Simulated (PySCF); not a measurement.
**Cr (chromium, neutral) across methods**

[Ar] 3d4 4s1 4p1, one real determinant (an excited configuration). All numbers are calculated (PySCF 2.14, no relativity, point nucleus, in def2-QZVPPD (11s6p5d3f2g, 93 functions)).

```json
{"method": "PBE0", "E (hartree)": "-1044.117", "mean ε 3d α (eV)": "-10.656", "mean ε 4s α (eV)": "-7.009", "mean ε 4p α (eV)": "-3.254", "Σ⟨r²⟩ (bohr²)": "48.38", "⟨S²⟩": "12.001"}
{"method": "UHF", "E (hartree)": "-1043.28241", "mean ε 3d α (eV)": "-16.512", "mean ε 4s α (eV)": "-9.147", "mean ε 4p α (eV)": "-5.096", "Σ⟨r²⟩ (bohr²)": "48.95", "⟨S²⟩": "12.002"}
{"method": "r2SCAN", "E (hartree)": "-1044.299", "mean ε 3d α (eV)": "-8.938", "mean ε 4s α (eV)": "-6.436", "mean ε 4p α (eV)": "-2.695", "Σ⟨r²⟩ (bohr²)": "47.85", "⟨S²⟩": "12.001"}
{"method": "LDA", "E (hartree)": "-1042.051", "mean ε 3d α (eV)": "-8.711", "mean ε 4s α (eV)": "-6.360", "mean ε 4p α (eV)": "-2.606", "Σ⟨r²⟩ (bohr²)": "48.31", "⟨S²⟩": "12.000"}
{"method": "PBE", "E (hartree)": "-1044.077", "mean ε 3d α (eV)": "-8.569", "mean ε 4s α (eV)": "-6.186", "mean ε 4p α (eV)": "-2.578", "Σ⟨r²⟩ (bohr²)": "48.63", "⟨S²⟩": "12.000"}
{"method": "HSE06", "E (hartree)": "-1044.135", "mean ε 3d α (eV)": "-10.229", "mean ε 4s α (eV)": "-6.638", "mean ε 4p α (eV)": "-2.881", "Σ⟨r²⟩ (bohr²)": "48.48", "⟨S²⟩": "12.000"}
{"method": "wB97X-V", "E (hartree)": "-1044.175", "mean ε 3d α (eV)": "-12.907", "mean ε 4s α (eV)": "-9.010", "mean ε 4p α (eV)": "-4.887", "Σ⟨r²⟩ (bohr²)": "48.57", "⟨S²⟩": "12.000"}
{"method": "CAM-B3LYP", "E (hartree)": "-1044.366", "mean ε 3d α (eV)": "-11.960", "mean ε 4s α (eV)": "-8.141", "mean ε 4p α (eV)": "-4.081", "Σ⟨r²⟩ (bohr²)": "48.40", "⟨S²⟩": "12.001"}
```

⟨L²⟩ = 8.00 against 12 for a pure F term, so this real determinant mixes terms.
